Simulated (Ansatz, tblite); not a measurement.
Cost and result up the ladder for Li2Si4 (the lowest singlet isomer of a short search) (6 atoms). The state is a singlet with charge 0. Geometry: B3LYP-D4/def2-SVP.

```xyz
6

Li    1.3044   -1.4561    1.0706
Li    1.0101    2.1436   -1.2742
Si   -1.7928    0.1858    1.0256
Si   -0.0901   -0.0249   -1.4809
Si    0.4096    0.8230    0.7675
Si   -0.8412   -1.6714   -0.1085
```

Ansatz on 4 threads of Arm Neoverse N1 on a shared host; xTB runs through tblite on one thread. Times are rough, summed over both states, and most runs start from the orbitals of an earlier one. No level here is sound enough to serve as a yardstick. The other state is a doublet.

The xTB rows come from tblite. The structure comes from a short search, and lower isomers may exist.

Raw xTB energies of ions are shifted by several eV.

| level | functions | wall time | vertical IE (eV) | remarks |
| --- | --- | --- | --- | --- |
| GFN2-xTB | 44 | 0.026 s | 8.35 | – |
| PBE-D4/def2-TZVP | 176 | 13 s | 6.45 | – |
| PBE0-D4/def2-TZVP | 176 | 27 s | 6.48 | restricted SCF unstable in HF (singlet) |
| r2SCAN-D4/def2-TZVP | 176 | 42 s | 6.44 | restricted SCF unstable in HF (singlet) |
